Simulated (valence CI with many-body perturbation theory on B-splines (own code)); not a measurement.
E1 line list for As⁺

Level of theory: configuration interaction combined with many-body perturbation theory (CI+MBPT): four valence electrons over a frozen Dirac-Fock core [Ar] 3d10, radial functions for each j: 11 s, 11 p, 9 d, 7 f, 5 g, 2 h, 1 i, with the one-electron correlation potential Σ1 (screened to all orders), the two-electron term Σ2, the three-electron term Σ3, Breit, model QED; selected single and double excitations, second order for the rest, scaled by the run's own slope (own B-spline code, finite nucleus).

Against 16 measured levels this calculation errs by 197 cm⁻¹ on average and by 355 at most. These come from a selection out of the NIST Handbook of Basic Atomic Spectroscopic Data. Levels without a partner in it may be off by more. Among the levels kept, up to 510 cm⁻¹ of a level comes from second order outside the variational space, and about a tenth of that is noise between levels of different J, which matters for small intervals.

Lines 51 to 100 of 265 in falling wavelength, among levels below 128251 cm⁻¹, chosen from the strongest by gf and those to the six lowest levels. Wavelengths and rates use the calculated energies, so an error of 200 cm⁻¹ moves a line at 620.8 nm by 1.2 % and its rate by three times that or more. Electric multipoles are in the length gauge, E1 and E2 with the static RPA response of the core. Weak lines are less certain than strong ones. Lines between different terms over intervals too small for the method are left out, as are lines whose strength nearly cancels. Where a level lies close to another of its J and parity, the split of strength between their lines is uncertain. The highest levels of a list are the least certain.

Names give the largest LS component (configuration and term), which can be under half, so a name can repeat, a term be missing and a line seem to break the LS rules; names also repeat where a configuration has a term twice. Letters in brackets count levels of one name in rising energy.

```
λ vac (nm)               Upper            Lower   A (s⁻¹)  S (a.u.) with core polarisation  S without
     620.8      4s2.4p.5p 1P_1  4s2.4p.5s 3P°_1  3.80e+07                         1.34e+01   1.35e+01
     620.0     4s2.4p.6s 3P°_2   4s2.4p.5p 3S_1  1.89e+07                         1.11e+01   1.11e+01
     616.8        4s.4p3 1D°_2   4s2.4p.5p 1P_1  2.36e+07                         1.37e+01   1.37e+01
     614.0      4s2.4p.5p 3P_1  4s2.4p.5s 1P°_1  2.84e+07                         9.72e+00   9.75e+00
     613.4     4s2.4p.6s 3P°_1   4s2.4p.5p 3P_0  1.41e+07                         4.83e+00   4.82e+00
     589.6     4s2.4p.6s 3P°_2   4s2.4p.5p 3P_2  4.89e+07                         2.48e+01   2.47e+01
     573.8     4s2.4p.6s 3P°_1   4s2.4p.5p 3D_2  6.95e+07                         1.94e+01   1.94e+01
     573.6     4s2.4p.6s 3P°_0   4s2.4p.5p 3D_1  1.03e+08                         9.56e+00   9.54e+00
     568.1      4s2.4p.5p 3D_3  4s2.4p.5s 3P°_2  7.69e+07                         4.87e+01   4.89e+01
     558.8      4s2.4p.5p 3D_2  4s2.4p.5s 3P°_1  7.68e+07                         3.31e+01   3.32e+01
     554.6     4s2.4p.6s 3P°_2   4s2.4p.5p 3D_3  6.80e+07                         2.86e+01   2.86e+01
     552.7      4s2.4p.5p 3D_1  4s2.4p.5s 3P°_0  6.05e+07                         1.51e+01   1.52e+01
     542.6     4s2.4p.6s 1P°_1   4s2.4p.5p 3P_1  2.75e+07                         6.49e+00   6.48e+00
     535.5      4s2.4p.5p 3P_2  4s2.4p.5s 3P°_2  9.26e+07                         3.51e+01   3.52e+01
     525.7      4s2.4p.5p 3P_0  4s2.4p.5s 3P°_1  9.92e+07                         7.11e+00   7.13e+00
     523.6  4s2.4p.4f 3F_4 [a]  4s2.4p.4d 1F°_3  1.09e+07                         6.96e+00   6.97e+00
     520.7      4s2.4p.4f 1F_3  4s2.4p.4d 3P°_2  7.93e+06                         3.87e+00   3.87e+00
     520.4     4s2.4p.6s 3P°_1   4s2.4p.5p 1P_1  3.96e+07                         8.27e+00   8.26e+00
     512.9      4s2.4p.5p 1D_2  4s2.4p.5s 1P°_1  9.81e+07                         3.27e+01   3.28e+01
     512.8      4s2.4p.5p 3S_1  4s2.4p.5s 3P°_2  8.25e+07                         1.65e+01   1.66e+01
     501.0      4s2.4p.5p 3P_1  4s2.4p.5s 3P°_1  3.75e+07                         6.98e+00   7.01e+00
     483.1     4s2.4p.6s 1P°_1   4s2.4p.5p 3D_1  2.18e+07                         3.63e+00   3.63e+00
     479.4     4s2.4p.5d 1P°_1   4s2.4p.5p 1S_0  4.09e+07                         6.67e+00   6.68e+00
     471.6  4s2.4p.4f 3F_4 [a]  4s2.4p.4d 3D°_3  7.64e+07                         3.56e+01   3.56e+01
     468.1     4s2.4p.5d 1D°_2   4s2.4p.5p 1D_2  2.94e+07                         7.44e+00   7.44e+00
     463.9     4s2.4p.5d 3P°_2   4s2.4p.5p 3P_1  5.13e+07                         1.26e+01   1.27e+01
     461.5  4s2.4p.4f 3F_4 [b]  4s2.4p.4d 1F°_3  5.35e+07                         2.34e+01   2.34e+01
     460.8     4s2.4p.5d 3F°_2   4s2.4p.5p 3D_2  1.66e+07                         4.02e+00   4.03e+00
     458.4      4s2.4p.4f 3G_3  4s2.4p.4d 3P°_2  8.40e+06                         2.80e+00   2.80e+00
     456.6     4s2.4p.5d 3F°_2   4s2.4p.5p 3D_1  8.04e+07                         1.89e+01   1.89e+01
     455.8      4s2.4p.4f 1F_3  4s2.4p.4d 3D°_2  1.55e+07                         5.07e+00   5.07e+00
     455.1     4s2.4p.5d 1F°_3   4s2.4p.5p 1D_2  1.26e+08                         4.11e+01   4.12e+01
     454.9      4s2.4p.4f 3F_3  4s2.4p.4d 3D°_2  9.94e+07                         3.23e+01   3.23e+01
     453.6      4s2.4p.4f 1D_2  4s2.4p.4d 3P°_1  1.36e+07                         3.14e+00   3.14e+00
     452.7     4s2.4p.5d 3D°_2   4s2.4p.5p 3S_1  2.85e+07                         6.52e+00   6.53e+00
     452.4      4s2.4p.4f 3D_3  4s2.4p.4d 1F°_3  1.23e+07                         3.95e+00   3.95e+00
     451.6     4s2.4p.5d 3D°_1   4s2.4p.5p 3P_1  4.30e+07                         5.87e+00   5.87e+00
     451.2     4s2.4p.5d 3F°_4   4s2.4p.5p 3D_3  1.76e+08                         7.19e+01   7.21e+01
     448.8     4s2.4p.6s 1P°_1   4s2.4p.5p 1P_1  2.17e+07                         2.90e+00   2.90e+00
     448.2      4s2.4p.4f 1D_2  4s2.4p.4d 3P°_2  2.49e+07                         5.54e+00   5.54e+00
     448.0      4s2.4p.4f 3D_3  4s2.4p.4d 3P°_2  8.36e+07                         2.60e+01   2.60e+01
     447.6     4s2.4p.5d 3P°_1   4s2.4p.5p 3S_1  1.00e+08                         1.33e+01   1.34e+01
     447.6      4s2.4p.4f 1G_4  4s2.4p.4d 1F°_3  1.35e+08                         5.39e+01   5.40e+01
     447.5     4s2.4p.5d 3F°_3   4s2.4p.5p 3D_2  1.66e+08                         5.15e+01   5.16e+01
     447.4     4s2.4p.5d 3P°_0   4s2.4p.5p 3S_1  1.29e+08                         5.69e+00   5.71e+00
     444.2      4s2.4p.4f 3F_2  4s2.4p.4d 3D°_1  1.42e+08                         3.08e+01   3.08e+01
     443.9     4s2.4p.5d 3D°_3   4s2.4p.5p 3P_2  1.05e+08                         3.17e+01   3.18e+01
     442.2      4s2.4p.4f 3D_1  4s2.4p.4d 3P°_1  6.07e+07                         7.78e+00   7.78e+00
     441.5      4s2.4p.4f 3D_2  4s2.4p.4d 3P°_1  6.83e+07                         1.45e+01   1.45e+01
     441.2     4s2.4p.5d 1D°_2   4s2.4p.5p 3S_1  2.63e+07                         5.58e+00   5.59e+00
```
